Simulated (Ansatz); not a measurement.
Basis-set series for ClFMoOS, SMILES `[O]=[Mo]([F])(=[S])[Cl]`. Charge 0, multiplicity 1. Mo takes the def2 core potential. The geometry is a stationary point of PBE0-D4/def2-TZVP.

```xyz
5

O    -0.6159    0.7365    1.4324
Mo   -0.0336    0.1003    0.0156
F    -0.0960    1.3563   -1.3198
S     1.9550   -0.4597    0.3579
Cl   -1.2094   -1.7333   -0.4861
```

| functional | basis | functions | energy (Eh) | HOMO (eV) | LUMO (eV) |
| --- | --- | --- | --- | --- | --- |
| PBE0-D4 | def2-SVP | 95 | -1100.96107 | -8.48 | -3.80 |
| PBE0-D4 | def2-TZVPP | 202 | -1101.50085 | -8.43 | -3.77 |
| ωB97M-V | def2-SVP | 95 | -1101.24127 | -10.54 | -1.69 |
| ωB97M-V | def2-TZVPP | 202 | -1101.78210 | -10.53 | -1.71 |

(1) Give the rows for def2-QZVPP. (Best estimate.)

Answers

(1) Ansatz gave: 
```
functional       basis  functions  energy (Eh)  HOMO (eV)  LUMO (eV)
   PBE0-D4  def2-QZVPP        335  -1101.53987      -8.43      -3.77
   ωB97M-V  def2-QZVPP        335  -1101.81933     -10.54      -1.72
```
